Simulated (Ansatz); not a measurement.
Br3Sc, SMILES [Sc+]([Br])([Br])[Br] (connectivity only; charge and spin as stated), charge +1, multiplicity 2. Atoms are numbered in the order given.

```xyz
4

Sc     0.0000     0.0000    -0.2312
Br     0.0000     2.2769    -1.1143
Br     0.0000    -2.2769    -1.1143
Br     0.0000     0.0000     2.2064
```
Charge +1, spin multiplicity 2.

Geometry: B3LYP-D3(BJ)/def2-SVP. The spin state was assumed, not searched.

Two levels are set side by side: PBE-D3(BJ)/def2-SVP (Ansatz, a first-principles code) and B3LYP-D3(BJ)/def2-SVP (Ansatz). Each level has its own optimised geometry; the coordinates shown are those of the second. Differences are taken from unrounded values.

| quantity | B3LYP-D3(BJ) |
|---|---|
| mean bond length (Å) | 2.441 |
| bond Sc1–Br2 (Å) | 2.442 |
| bond Sc1–Br3 (Å) | 2.442 |
| bond Sc1–Br4 (Å) | 2.438 |

Q: What does PBE-D3(BJ) give, and how far is it from B3LYP-D3(BJ)? (Estimate from the structure and the level; the computed values follow.)

A: 
```json
[
 {"quantity": "mean bond length (Å)", "PBE-D3(BJ)": "2.444", "PBE-D3(BJ) minus B3LYP-D3(BJ)": "0.004"},
 {"quantity": "bond Sc1–Br2 (Å)", "PBE-D3(BJ)": "2.451", "PBE-D3(BJ) minus B3LYP-D3(BJ)": "0.009"},
 {"quantity": "bond Sc1–Br3 (Å)", "PBE-D3(BJ)": "2.451", "PBE-D3(BJ) minus B3LYP-D3(BJ)": "0.009"},
 {"quantity": "bond Sc1–Br4 (Å)", "PBE-D3(BJ)": "2.431", "PBE-D3(BJ) minus B3LYP-D3(BJ)": "-0.007"}
]
```

Here PBE gives about what the other level gives.
